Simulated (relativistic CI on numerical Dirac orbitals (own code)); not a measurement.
## One change at a time: Xe XXVII

Base calculation: Dirac-Coulomb-Breit CI, orbitals from a KLI potential per configuration, model QED, unscaled Slater integrals.

Configuration list (outside the closed core [Ne]): 3s²3p⁶3d¹⁰, 3s²3p⁶3d⁹4s, 3s²3p⁶3d⁹4p, 3s²3p⁶3d⁹4d, 3s²3p⁶3d⁹4f, 3s²3p⁵3d¹⁰4s, 3s²3p⁶3d⁸4s², 3s²3p⁵3d¹⁰4p, 3s²3p⁶3d⁸4s4p, 3s²3p⁶3d⁹5s, 3s²3p⁶3d⁸4p², 3s²3p⁶3d⁹5p, 3s²3p⁶3d⁸4s4d, 3s²3p⁵3d¹⁰4d, 3s3p⁶3d¹⁰4s, 3s²3p⁶3d⁹5d. Levels of other configurations are missing.

Variants: (1) valence Slater integrals scaled by 0.9. Shifts of the energy above 3s²3p⁶3d¹⁰ ¹S0, in eV, for the lowest level and the first level of each name with at least 55 % of one term (blank where a level changes its place among those of its configuration and J or its character, or is not in the variant):

```csv
Level,Base,Δ(1)
3s²3p⁶3d¹⁰ ¹S0,0.000,0.000
3s²3p⁶3d⁹4s ³D3,589.953,+0.091
3s²3p⁶3d⁹4s ³D1,603.437,+0.083
3s²3p⁶3d⁹4p ³P°2,642.683,+0.201
3s²3p⁶3d⁹4p ³F°2,656.392,+0.129
3s²3p⁶3d⁹4p ³F°4,661.444,+0.157
3s²3p⁶3d⁹4p ¹D°2,663.032,-0.040
3s²3p⁶3d⁹4p ¹P°1,663.633,-0.071
3s²3p⁶3d⁹4p ³D°3,664.620,-0.173
3s²3p⁶3d⁹4p ³P°0,672.736,+0.401
3s²3p⁶3d⁹4p ³D°2,677.631,-0.143
3s²3p⁶3d⁹4d ³S1,743.688,+0.697
3s²3p⁶3d⁹4d ³G5,750.541,+0.189
3s²3p⁶3d⁹4d ³F4,753.841,-0.134
3s²3p⁶3d⁹4d ³P0,756.024,+0.126
3s²3p⁶3d⁹4d ³G3,760.825,+0.117
3s²3p⁶3d⁹4d ³F2,764.114,-0.201
3s²3p⁶3d⁹4d ¹S0,792.558,-3.453
3s²3p⁶3d⁹4f ³P°0,837.269,+0.604
3s²3p⁶3d⁹4f ³P°1,838.378,+0.524
3s²3p⁶3d⁹4f ³P°2,840.183,+0.382
3s²3p⁶3d⁹4f ³H°6,841.007,+0.244
```

At this charge energies of transitions that change n are usually good to better than 1 %, and those within a shell (Δn = 0) to a few per cent.

Ionisation energy from the two ground configurations alone: base 1493.65 eV. The NIST ASD value (theoretical) is 1493 eV.

LS names give the leading component of a level, which can be under half, so a name can repeat, a term be missing and a line seem to break the LS rules.
